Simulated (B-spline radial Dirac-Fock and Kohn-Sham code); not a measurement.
Magnetic form factor of the 5d shell of Hf

System: atomic hafnium, configuration 1s2 2s2 2p6 3s2 3p6 3d10 4s2 4p6 4d10 4f14 5s2 5p6 5d4 (an excited configuration).

The run's input, task.json:

```json
{"items": [{
  "Z": 72,
  "q": 0,
  "cfg": [[1, 0, 2], [2, 0, 2], [2, 1, 6], [3, 0, 2], [3, 1, 6], [3, 2, 10], [4, 0, 2], [4, 1, 6], [4, 2, 10], [4, 3, 14], [5, 0, 2], [5, 1, 6], [5, 2, 4]],
  "A": 180,
  "rrms": 5.347,
  "do": ["scatter"],
  "s": [0.0, 0.05, 0.06, 0.08, 0.1, 0.12, 0.15, 0.19, 0.23, 0.29, 0.36, 0.45, 0.56, 0.7, 0.87, 1.09, 1.35, 1.69, 2.1, 2.62, 3.26, 4.06, 5.06],
  "pz": [0, 0.1, 0.2, 0.3, 0.4, 0.5, 0.6, 0.8, 1.0, 1.2, 1.4, 1.6, 1.8, 2.0, 2.5, 3.0, 4.0, 5.0, 7.0, 10.0, 15.0, 20.0, 30.0, 40.0, 60.0, 100.0],
  "hv_scatter": [2000, 8047.8, 10000, 17479.3, 20000, 30000, 100000, 500000]
}]}
```

Command: `python xray_run.py task.json out`

The computed values come from an atomic code on a B-spline grid: configuration-average Dirac-Fock orbitals. ⟨j_K⟩ is the integral of the 5d radial density with the spherical Bessel function j_K(4πsr), s = sin θ/λ.

```csv
s (Å⁻¹),⟨j0⟩,⟨j2⟩,⟨j4⟩
0,1.0000,0.0000,0.0000
0.05,0.8320,0.0633,0.0027
0.06,0.7709,0.0842,0.0051
0.08,0.6417,0.1240,0.0128
0.1,0.5158,0.1560,0.0236
0.12,0.4027,0.1776,0.0361
0.15,0.2644,0.1914,0.0548
0.19,0.1362,0.1849,0.0745
0.23,0.0576,0.1630,0.0861
0.29,-0.0004,0.1214,0.0905
0.36,-0.0198,0.0766,0.0833
0.45,-0.0155,0.0353,0.0654
0.56,-0.0020,0.0084,0.0423
0.7,0.0079,-0.0026,0.0198
0.87,0.0088,-0.0017,0.0050
1.09,0.0040,0.0027,-0.0007
1.35,0.0002,0.0042,0.0001
```

Radial moments of the shell: ⟨r²⟩ = 10.44, ⟨r⁴⟩ = 272.0, ⟨r⁶⟩ = 14150 in powers of bohr.
